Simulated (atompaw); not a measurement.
**Reading a pseudo-wave (Ta (Z = 73))**

Columns: radius, all-electron u(r) and pseudo u(r) of the 6p shell (level -1.88 eV) of tantalum in the configuration [Xe] 4f14 5d3 6s1.5 6p0.5; LDA (PW92), scalar-relativistic, PAW (atompaw) scheme, atompaw 4.2.0.5.

```json
{"r (bohr)": "0.115", "all-electron": "-0.0614", "pseudo": "0.0008"}
{"r (bohr)": "0.231", "all-electron": "-0.0028", "pseudo": "0.0031"}
{"r (bohr)": "0.346", "all-electron": "0.1145", "pseudo": "0.0069"}
{"r (bohr)": "0.462", "all-electron": "0.0917", "pseudo": "0.0124"}
{"r (bohr)": "0.577", "all-electron": "-0.0039", "pseudo": "0.0194"}
{"r (bohr)": "0.692", "all-electron": "-0.1013", "pseudo": "0.0280"}
{"r (bohr)": "0.808", "all-electron": "-0.1702", "pseudo": "0.0384"}
{"r (bohr)": "0.923", "all-electron": "-0.2031", "pseudo": "0.0504"}
{"r (bohr)": "1.038", "all-electron": "-0.2052", "pseudo": "0.0642"}
{"r (bohr)": "1.154", "all-electron": "-0.1834", "pseudo": "0.0798"}
{"r (bohr)": "1.269", "all-electron": "-0.1456", "pseudo": "0.0970"}
{"r (bohr)": "1.385", "all-electron": "-0.0973", "pseudo": "0.1161"}
{"r (bohr)": "1.500", "all-electron": "-0.0438", "pseudo": "0.1368"}
{"r (bohr)": "1.615", "all-electron": "0.0116", "pseudo": "0.1591"}
{"r (bohr)": "1.731", "all-electron": "0.0671", "pseudo": "0.1830"}
{"r (bohr)": "1.846", "all-electron": "0.1202", "pseudo": "0.2080"}
{"r (bohr)": "1.962", "all-electron": "0.1707", "pseudo": "0.2343"}
{"r (bohr)": "2.077", "all-electron": "0.2172", "pseudo": "0.2611"}
{"r (bohr)": "2.192", "all-electron": "0.2597", "pseudo": "0.2883"}
{"r (bohr)": "2.308", "all-electron": "0.2986", "pseudo": "0.3157"}
{"r (bohr)": "2.423", "all-electron": "0.3330", "pseudo": "0.3423"}
{"r (bohr)": "2.538", "all-electron": "0.3635", "pseudo": "0.3678"}
{"r (bohr)": "2.654", "all-electron": "0.3905", "pseudo": "0.3921"}
{"r (bohr)": "2.769", "all-electron": "0.4137", "pseudo": "0.4141"}
{"r (bohr)": "2.885", "all-electron": "0.4337", "pseudo": "0.4337"}
{"r (bohr)": "3.000", "all-electron": "0.4504", "pseudo": "0.4504"}
```

**Question.** How many radial nodes do the two functions have?

**Answer.** The all-electron 6p function has n − l − 1 = 4 (the table is too coarse to show those close to the nucleus); the pseudo-wave has 0, since the states of the same l below it are removed with the core.

**Question.** Is the pseudo-wave norm-conserving?

**Answer.** No, it belongs to a PAW set: the norm inside the radius is not constrained, and the difference is carried by the augmentation charge.
